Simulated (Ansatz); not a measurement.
```yaml
crystal:
  periodic: [false, false, false]
  atoms:
    - {symbol: In, position_ang: [-0.068355, -0.118205, -0.133879]}
    - {symbol: Br, position_ang: [2.478997, -0.350323, -0.057084]}
    - {symbol: Br, position_ang: [-1.156597, 2.045531, 0.059753]}
    - {symbol: Br, position_ang: [-1.290032, -2.019245, 0.109516]}
basis:
  gaussian: {orbitals: ANO-RCC-VTZP, final_grid: {core_spheres: 5, valence_spheres: 4, degree: 11}}
hamiltonian: {xc: {name: PBE0}}
scf: {lower_state_search: full}
output: {forces: true}
```

```sh
$ ansatz run in.yaml --threads 2 --pin off --events-out ev --progress --plain --max-ram 4352MiB
```

Output, abridged:

```
Functional definition: PBE0
1497 factors; integrals over basis functions are off by at most 9.1e-4 eV
mean field evaluation 1: about -372760.1955 eV, gradient 1.9e1 eV
mean field evaluation 2: about -372760.2196 eV, gradient 1.9e1 eV
mean field evaluation 4: about -372761.2652 eV, gradient 2.5e0 eV
mean field evaluation 8: about -372761.2798 eV, gradient 6.2e-2 eV
mean field evaluation 16: about -372761.2798 eV, gradient 1.5e-5 eV
mean field -372761.27978529 eV, -13698.7243654390 hartree, gradient 1.5e-5 eV, S^2 0.000000; 0 other end points of the search recorded, 0 dependent functions left out
reference -372761.27983003 eV, -13698.7243670833 hartree; 77, 77 occupied and 120, 120 virtual orbitals, 1497 factors
Total energy: -372761.27983003 eV, -13698.7243670833 hartree
Relativity: scalar
Atom 0 at    -0.068355    -0.118205    -0.133879 Å, force     2.678703     2.050687     0.051563 eV/Å
Atom 1 at     2.478997    -0.350323    -0.057084 Å, force    -1.083807     0.205525    -0.138290 eV/Å
Atom 2 at    -1.156597     2.045531     0.059753 Å, force     0.004174     0.154316    -0.100442 eV/Å
Atom 3 at    -1.290032    -2.019245     0.109516 Å, force    -1.599069    -2.410527     0.187169 eV/Å
Dipole moment:    -0.216603    -0.083901    -0.106972 e Å
```

Hardware: 2 threads of Arm Neoverse V2 on a shared host. Wall time 31 s, peak host memory 0.81 GiB.

DK, ANO-RCC and x2c sets are all-electron and run with scalar relativity unless a key says otherwise.
